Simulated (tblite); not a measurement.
Species: C₆H₆F₃O (doublet state).
SMILES with atom numbers: `[CH2:1]=[CH:2]/[C:3]=[CH:4]\[CH2:5][O:6][C:7]([F:8])([F:9])[F:10]` (hydrogens: H11, H12 on C1; H13 on C2; H14 on C4; H15, H16 on C5)
Bond orders are those of one Lewis drawing.

Computed with GFN2-xTB (tblite), gas phase: L-BFGS steps from a force-field or distance-geometry start until the largest atomic force falls under 0.01 eV/Å.

Step 62: E = -926.8098 eV
```
atom  x, y, z in Å  |  force x, y, z in eV/Å
C1      3.1429   -0.2336   -0.9706   -0.056   0.025  -0.057
C2      1.9572    0.4615   -0.9635    0.022  -0.088  -0.028
C3      1.0282    0.3605    0.0048   -0.020   0.091   0.133
C4      0.2601    0.4438    1.0404   -0.087  -0.016  -0.053
C5     -0.9604   -0.3941    1.3466   -0.159  -0.020  -0.039
O6     -1.6393   -0.9450    0.2015    0.028   0.039  -0.152
C7     -2.4594   -0.1756   -0.4832   -0.033  -0.022  -0.006
F8     -3.1866    0.6831    0.2597    0.115  -0.040  -0.015
F9     -1.8687    0.5905   -1.4252    0.008  -0.086   0.161
F10    -3.3395   -0.9454   -1.1246    0.073   0.036  -0.074
H11     3.4318   -0.8686   -0.1532   -0.074  -0.022   0.007
H12     3.8163   -0.1597   -1.8009    0.075   0.054  -0.050
H13     1.7203    1.1163   -1.7959    0.007  -0.077  -0.012
H14     0.4747    1.1775    1.8158   -0.056  -0.021   0.032
H15    -1.6916    0.1824    1.9168    0.064   0.139   0.155
H16    -0.6933   -1.2847    1.9223    0.093   0.008  -0.002
```

Step 63: E = -926.8170 eV
```
atom  x, y, z in Å  |  force x, y, z in eV/Å
C1      3.1471   -0.2302   -0.9768   -0.085  -0.037  -0.010
C2      1.9541    0.4509   -0.9608    0.017  -0.050  -0.032
C3      1.0312    0.3519    0.0149   -0.019   0.104   0.066
C4      0.2516    0.4504    1.0406   -0.103  -0.053  -0.007
C5     -0.9689   -0.3910    1.3521   -0.125  -0.020  -0.048
O6     -1.6452   -0.9547    0.2076    0.018   0.184  -0.041
C7     -2.4539   -0.1773   -0.4824   -0.083  -0.039  -0.001
F8     -3.1898    0.6815    0.2549    0.152  -0.069  -0.006
F9     -1.8500    0.5900   -1.4110    0.055  -0.029   0.112
F10    -3.3297   -0.9367   -1.1398    0.046  -0.015  -0.081
H11     3.4402   -0.8795   -0.1717   -0.064   0.002   0.020
H12     3.8179   -0.1424   -1.8066    0.083   0.055  -0.082
H13     1.7124    1.1026   -1.7959   -0.012  -0.073   0.036
H14     0.4658    1.1842    1.8176   -0.071  -0.031  -0.008
H15    -1.7012    0.1907    1.9246    0.149   0.013   0.059
H16    -0.6891   -1.2815    1.9235    0.043   0.057   0.024
```

**Question.** Estimate the geometry and energy of step 64. (The exact step hangs on the optimiser's Hessian estimate; all steps are aligned on step 63, rigid shifts and turns removed.)

**Answer.** E = -926.8225 eV, largest force 0.196 eV/Å
```
atom  x, y, z in Å  |  force x, y, z in eV/Å
C1      3.1518   -0.2263   -0.9855   -0.072  -0.074  -0.015
C2      1.9478    0.4355   -0.9576    0.027  -0.035  -0.003
C3      1.0311    0.3370    0.0260    0.001   0.092   0.002
C4      0.2418    0.4494    1.0434   -0.060  -0.066  -0.028
C5     -0.9805   -0.3893    1.3599   -0.044  -0.012  -0.022
O6     -1.6503   -0.9594    0.2147   -0.012   0.194   0.028
C7     -2.4471   -0.1765   -0.4828   -0.074  -0.054  -0.006
F8     -3.1905    0.6799    0.2495    0.132  -0.077  -0.011
F9     -1.8245    0.5942   -1.3939    0.065   0.015   0.063
F10    -3.3131   -0.9280   -1.1615    0.040  -0.014  -0.058
H11     3.4581   -0.8821   -0.1889   -0.067   0.041  -0.004
H12     3.8189   -0.1218   -1.8198    0.011   0.045  -0.015
H13     1.6939    1.0833   -1.7925   -0.022  -0.060   0.044
H14     0.4578    1.1884    1.8141   -0.083  -0.014   0.009
H15    -1.7100    0.2015    1.9314    0.176  -0.072   0.001
H16    -0.6928   -1.2769    1.9345   -0.016   0.092   0.015
```

The energy changes by -0.0056 eV. The first-order estimate −F·Δx gives -0.0078 eV and the mean of the old and new forces, exact on a quadratic surface, -0.0056 eV. The step makes an angle of 77° with the force vector and moves no atom by more than 0.031 Å.

What follows is the cost of the whole relaxation. The run took 1.1 s on AMD EPYC 7B13, one thread, no GPU (shared host).
